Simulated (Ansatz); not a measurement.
`[NH]=[Mo](=[NH])([F])[F]` and `[NH]=[W](=[NH])([F])[F]` differ in one element.

Ansatz, PBE0-D4/def2-TZVP geometries, multiplicity 1. Each molecule was computed in one conformer, which needn't be the lowest.

Elements past krypton have def2 core potentials.

```
                                          property  `[NH]=[Mo](=[NH])([F])[F]`
size of the dipole moment (ωB97M-V/def2-TZVPP) / D                        3.09
             HOMO–LUMO gap (B3LYP/def2-TZVPP) / eV                        5.92
                 HOMO energy (PBE/def2-TZVPP) / eV                       -7.09
    size of the dipole moment (PBE/def2-TZVPP) / D                        2.82
              HOMO–LUMO gap (PBE0/def2-TZVPP) / eV                        6.40
               HOMO energy (B3LYP/def2-TZVPP) / eV                       -8.26
```

(1) What does the change do to each property? (Best estimate.)

Answers

(1) Ansatz gave: 
```tsv
property	`[NH]=[W](=[NH])([F])[F]`	shift
size of the dipole moment (ωB97M-V/def2-TZVPP) / D	2.28	-0.81
HOMO–LUMO gap (B3LYP/def2-TZVPP) / eV	6.23	0.31
HOMO energy (PBE/def2-TZVPP) / eV	-6.89	0.20
size of the dipole moment (PBE/def2-TZVPP) / D	2.17	-0.65
HOMO–LUMO gap (PBE0/def2-TZVPP) / eV	6.73	0.33
HOMO energy (B3LYP/def2-TZVPP) / eV	-8.04	0.22
```

With PBE0 the HOMO rises by 0.22 eV and the LUMO rises by 0.55 eV, so the gap widens by about 0.33 eV. PBE moves the HOMO by 0.20 eV and ωB97M-V by 0.24 eV. Dipoles are sizes alone; their direction can turn.

B3LYP here is the variant with VWN-RPA as its local correlation; programs differ in this.
